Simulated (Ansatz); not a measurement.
System: sum formula H₈Si₃O₂, net charge 0, singlet state. 
Geometry from a B3LYP-D3(BJ)/def2-TZVP (Ansatz, a first-principles code) optimisation:
```xyz
13

Si     2.3798     0.0660    -0.5271
O      1.1879     0.5535     0.4892
Si    -0.1610     0.1495     1.3119
O     -1.2904    -0.4613     0.3064
Si    -2.1842    -0.2465    -1.0522
H      1.8508    -0.0383    -1.9058
H      2.9038    -1.2542    -0.1052
H      3.4646     1.0685    -0.4845
H      0.1540    -0.8955     2.3044
H     -0.6717     1.3788     1.9477
H     -2.7486     1.1232    -1.0824
H     -3.2811    -1.2368    -1.0471
H     -1.3350    -0.4491    -2.2477
```

Parts of the frozen-core correlation energy in cc-pV(Q+d)Z (Ansatz, hartree). Frozen orbitals: 17; correlated occupied orbitals by spin: 16 and 16; virtual: 509 and 509. No spin-orbit coupling. Non-relativistic.

```csv
term,value
reference (HF),-1021.51838
MP2 opposite-spin,-0.72140
MP2 same-spin,?
CCSD correlation,?
(T),?
T1 diagnostic,0.011
largest doubles amplitude,0.010
```

Problem. Some entries are withheld; supply them.

Solution. 
- MP2 same-spin, value: -0.18533
- CCSD correlation, value: -0.95468
- (T), value: -0.03346
